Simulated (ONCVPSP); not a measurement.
**Scattering properties, ONCV potential for V (Z = 23)**

vanadium (V), optimised norm-conserving Vanderbilt (ONCV), made with ONCVPSP 4.0.1 (Wu-Cohen, scalar-relativistic). Core [Ne], reference 3s2 3p6 3d3 4s2. Waves: 3s+4s: rc 1.40 bohr, ncon 4, nbas 8, qcut 10.8 1/bohr, 2 projectors; 3p: rc 0.95 bohr, ncon 4, nbas 8, qcut 7.8 1/bohr, 1 projector; 3d: rc 1.85 bohr, ncon 4, nbas 8, qcut 9.7 1/bohr, 2 projectors, debl 0.8 Ha. Local part: polynomial inside 0.90 bohr (lpopt 2, dvloc0 1 Ha). Core correction: none.

The phase is arctan(r·R′/R) of the radial function R(r), unwrapped; energies in Ha, scanned from -4 to 5 Ha. A pole is an energy at which the radial function vanishes at the test radius. The pseudo phase is shifted by a multiple of π to meet the all-electron one at the reference energy, and phase errors are pseudo minus all-electron; the curves can meet again beyond the range given. Levels narrower than the energy grid can be missing from the lists of poles.

```csv
channel,radius (bohr),reference energy (Ha),"poles, all-electron","poles, pseudo",unbroken range about the reference energy with phases within 0.05 rad,phase error 1 Ha above the reference energy (rad)
s,1.43,-0.17,-1.72,-1.72,the whole range,-0.000
p,0.97,-1.62,4.00,3.74,the whole range,-0.001
d,1.88,-0.19,"0.23, 4.94",0.23,the whole range,+0.000
```

Phases in the s channel:

```csv
E (Ha),all-electron,pseudo
-3.98,0.709,0.709
-3.50,0.063,0.063
-3.02,-0.863,-0.863
-2.54,-1.300,-1.300
-2.06,-1.490,-1.490
-1.58,-1.599,-1.599
-1.10,-1.677,-1.677
-0.62,-1.743,-1.743
-0.14,-1.810,-1.810
0.34,-1.884,-1.884
0.82,-1.979,-1.979
1.30,-2.114,-2.114
1.78,-2.328,-2.328
2.26,-2.692,-2.693
2.74,-3.238,-3.240
3.22,-3.749,-3.752
3.70,-4.068,-4.071
4.18,-4.253,-4.255
4.66,-4.368,-4.370
```
